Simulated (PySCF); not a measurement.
Compound: Br2GeH2.
Cartesian coordinates in Å at the PBE0-D3(BJ)/def2-SVP level; atoms count from 1:
```xyz
5
Br2GeH2 angstrom
Br    -1.8343    1.1960   -0.1018
Ge    -0.0577   -0.2591   -0.0183
Br     1.8844    0.9351   -0.2917
H     -0.0348   -0.9070    1.3690
H     -0.1782   -1.2408   -1.1869
```

Method used: TDDFT wB97X-D/def2-SVPD, vertical, gas phase, core orbitals frozen in the response in PySCF 2.14.0, density-fitted response routines. Relativistic effects, spin–orbit coupling among them, are left out although an element past zinc is present.

Transition dipole moments from the ground state, in atomic units and in the frame of the coordinates above (overall signs are arbitrary), for the states with f of 0.002 or more among the lowest 9:

```tsv
state	E (hartree)	μx	μy	μz
S1	0.2208	-0.019	-0.047	-0.359
S2	0.2228	-0.497	0.028	0.024
S4	0.2343	0.014	0.398	-0.053
S6	0.2611	0.009	0.124	-0.017
S7	0.2702	-0.018	-0.038	-0.291
S8	0.2805	0.329	-0.023	-0.020
S9	0.2871	-0.007	-0.024	-0.181
```

Question: What oscillator strength does each state have?

Answer: f = (2/3) ΔE |μ|² with ΔE in hartree (27.2114 eV).

| state | \|μ\|² (au) | \|μ\| (D) | f |
| --- | --- | --- | --- |
| S1 | 0.131 | 0.92 | 0.019 |
| S2 | 0.248 | 1.27 | 0.037 |
| S4 | 0.162 | 1.02 | 0.025 |
| S6 | 0.016 | 0.32 | 0.003 |
| S7 | 0.086 | 0.75 | 0.016 |
| S8 | 0.109 | 0.84 | 0.020 |
| S9 | 0.033 | 0.46 | 0.006 |

Question: Label these states by symmetry in C2v.

Answer: From a totally symmetric ground state, an allowed state transforms like the component of the dipole operator along its μ. Polarised along the twofold axis, so A1: S4 and S6. Polarised across the twofold axis, so B1 or B2: S1, S2, S7, S8 and S9. Which of B1 and B2 hangs on the choice of axes; S1, S7 and S9 take one label and S2 and S8 the other.

Question: What angle do the transition dipoles of S1 and S8 make?

Answer: |cos θ| = |μa·μb| / (|μa| |μb|) = 0.02, so θ ≈ 89° (taken between 0 and 90°, since the signs are arbitrary).

Question: How is the summed strength of these states shared among x, y and z?

Answer: (2/3) Σ ΔE μα² gives 0.057 for x, 0.028 for y and 0.041 for z, 0.126 in all.

The vertical ionisation energy (ΔSCF) is 10.79 eV, 2.98 eV above S9.

The run took 47 s of wall time on one thread of an Arm Neoverse V1, on a shared host.
